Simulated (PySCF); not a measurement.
Level of theory: PySCF with TPSSh-D3(BJ)/def2-TZVP // CAM-B3LYP-D3(BJ)/def2-TZVP. All species are isolated molecules in the gas phase. One relaxed conformer stands for a flexible species; it need not be the lowest. 

Reference species (SMILES): `BC(=C)C(=C)C` (neutral, multiplicity 1).

```json
{
 "LUMO": "-2.33 eV",
 "HOMO–LUMO gap": "4.05 eV"
}
```

Changed species: `B/C=C(\C)C=C`.

Problem. What does the change do to the LUMO and HOMO–LUMO gap?

Solution. the LUMO falls by 0.34 eV, to -2.67 eV; the HOMO–LUMO gap drops by 0.04 eV, to 4.01 eV.
